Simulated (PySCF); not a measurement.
# LiSe⁺ at UHF-CCSD

Computed with UHF-CCSD; Li aug-pcseg-1, Se aug-pcseg-1; no relativity (PySCF 2.14).

* state: ³Σ⁻ (triplet), unpaired electrons π ↑↑
* bond length: 2.665 Å
* harmonic wavenumber: 305 cm⁻¹
* force constant: 0.353 mdyn/Å
* rotational constant Be: 0.3680 cm⁻¹
* anharmonicity ωexe: 3.61 cm⁻¹
* vibration–rotation constant αe: 0.00569 cm⁻¹
* well depth De to Li⁺ + Se: 83 kJ/mol
* dissociation energy D0: 81 kJ/mol

Correlated steps freeze 9 core orbitals. Correlated levels converge slowly with the basis: in double zeta they bind strong bonds too weakly, by up to about 1 eV, and carry superposition errors of some tenths. Spin–orbit coupling is left out. For an ion De counts to the pair picked by the measured ionisation energies or electron affinities, which need not be the lowest pair at this level. The state is the lowest determinant that a PBE0 search found; another state may lie lower at other levels.
